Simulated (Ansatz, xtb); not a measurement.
**Relaxing a trial structure of C2H4AlBeF**

The starting geometry of this gas-phase singlet was built from a drawn formula by distance geometry and a force field; its bonds are those of `F[CH2][Al]1[Be][CH2]1`.

```xyz
9

C    -2.7114    1.0210    1.8962
C     0.3316    1.3708   -0.4195
Al   -0.9578    1.4399    1.1273
Be    1.0546    2.1483    0.9007
F    -3.7244    1.6740    1.1373
H    -2.7734    1.3483    2.9377
H    -2.8761   -0.0913    1.8884
H     0.4885    0.2762   -0.6963
H    -0.1238    1.8873   -1.3032
```

Task: Predict what it relaxes into with r2SCAN-D4/def2-SVP.

Result: It keeps its bonds, and is `F[CH2][Al]1[Be][CH2]1`.

The energy falls by 0.28 eV over 18 steps:

```csv
step,E − E(last) (eV)
1,0.283
3,0.082
5,0.045
7,0.042
9,0.030
10,0.022
12,0.013
14,0.002
16,0.000
18,0.000
```

Final geometry (Å):

```xyz
9

C    -2.6695    0.9746    1.8887
C     0.0971    1.6216   -0.3748
Al   -0.7426    1.0431    1.3663
Be    1.2553    1.7264    0.7820
F    -3.4648    1.1878    0.7570
H    -2.9136    1.7512    2.6418
H    -2.9608    0.0096    2.3479
H     0.5352    0.6460   -0.7346
H    -0.4285    2.1143   -1.2058
```

From the same start GFN2-xTB ends elsewhere, differing in Al3–F5 (2.00 against 2.79 Å here).

No frequencies were run, so the end isn't proven a minimum. Run with Ansatz 0.2.0, 69 s on 1 thread of Arm Neoverse V1, with other jobs on the host.
